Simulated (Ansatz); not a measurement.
`[SiH3][O][Mg][SH]` + H–F → `[F][Mg][SH]` + silanol  (ligand exchange at a Mg–O bond)

Gas-phase electronic energies from Ansatz, PBE0-D4/def2-TZVP geometries. CCSD(T)/CBS adds triple-zeta CCSD(T) − MP2 to the extrapolated MP2 energy (def2 sets, frozen cores). This one scheme is used for every species. Functionals use def2-TZVPP. B3LYP here is the variant with VWN-RPA as its local correlation; programs differ in this. For Mg outer-core shells are correlated without core-valence functions, which leaves a few kJ/mol of doubt a bond. One conformer a species, not always the lowest.

| level | ΔE (kJ/mol) | difference from CCSD(T)/CBS |
| --- | --- | --- |
| PBE0-D4 | -25.0 | -9.2 |
| B3LYP-D4 | -27.1 | -11.3 |
| r2SCANh-D4 | -24.9 | -9.1 |
| B2PLYP | -26.3 | -10.5 |
| revPBE | -34.1 | -18.3 |
| CAM-B3LYP | -30.4 | -14.6 |
| LC-ωPBE | -30.1 | -14.3 |
| HF/def2-SVP | -22.1 | -6.3 |
| MP2/def2-SVP | -23.2 | -7.4 |
| MP2/def2-QZVPP | -16.9 | -1.1 |
| CCSD(T)/CBS | -15.8 | 0 |

Largest T1 diagnostic among the species: 0.011.

In def2-TZVPP, CCSD(T) changes the Hartree–Fock value by +5.5 kJ/mol (the triples alone add +0.5 kJ/mol) and MP2 by +5.7 kJ/mol. From r2SCAN to r2SCAN0 (25 % exact exchange), in def2-TZVPP and without D4, ΔE moves by +3.1 kJ/mol.
